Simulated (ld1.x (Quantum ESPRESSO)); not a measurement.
**gallium: one change to a TM potential, before and after**

Ga (Z = 31), norm-conserving Troullier–Martins (Kleinman–Bylander form), made with ld1.x (Quantum ESPRESSO) 7.5 (Wu–Cohen, scalar-relativistic). Core [Ar] 3d10, reference 4s2 4p1. Waves: 4p (bound): rc 2.05 bohr; 4d channel at 0.15 Ry: rc 2.05 bohr; 4s (bound): rc 1.80 bohr. Local part: the s channel. Core correction: a·sin(br)/r model core inside 1.30 bohr.

Change: core [Ar], valence charge 13; reference 3d10 4s2 4p1; waves now 4s (bound): rc 1.65 bohr; 4p (bound): rc 2.70 bohr; 3d (bound): rc 1.00 bohr; 4f channel at 0.05 Ry: rc 2.60 bohr; local potential all-electron potential smoothed inside 1.30 bohr (lloc = -1); core correction a·sin(br)/r model core, default radius (core density twice the valence density).

Cutoffs: the cutoffs (Ry, on a coarse ladder) from which the occupation-weighted sum of valence levels, in a spherical-Bessel basis at the reference potential, stays within 10 and 1 mRy of its value at 400 Ry; they do not see the model core or the augmentation charge, which bear on the density cutoff. Errors are all-electron minus pseudo energies relative to the spin-unpolarised reference configuration.

Question: What does the change do?

Answer: The bound ghosts move from d to s; the number of tests that count goes from 7 to 4. Several settings change at once here, so the effects cannot be laid on one of them.

| quantity | base | changed |
| --- | --- | --- |
| cutoff, loose | 15 Ry | 260 Ry |
| cutoff, tight | 35 Ry | over 300 Ry |
| bound ghosts | d | s |
| tests counted (converged, no solver errors) | 7 of 7 | 4 of 7 |

Changed file: Tests not counted: 3d10 4s1 4p0 (solver errors, printed error -1.7 eV); 3d9 4s2 4p2 (solver errors, printed error -1911 eV); 3d10 4s1 4p1 (solver errors, printed error -4.6 eV). These tests converged, but a pseudo level misses the all-electron one widely, so the file describes the atom poorly there or has found another state: 3d10 4s0 4p0: empty 4s by 4.7 eV. A true bound ghost makes a file unfit for plane-wave use even where its test errors are small: the radial tests pick states by their node count and pass the ghost by. Where a test does run into it, the solver fails or the error is huge.
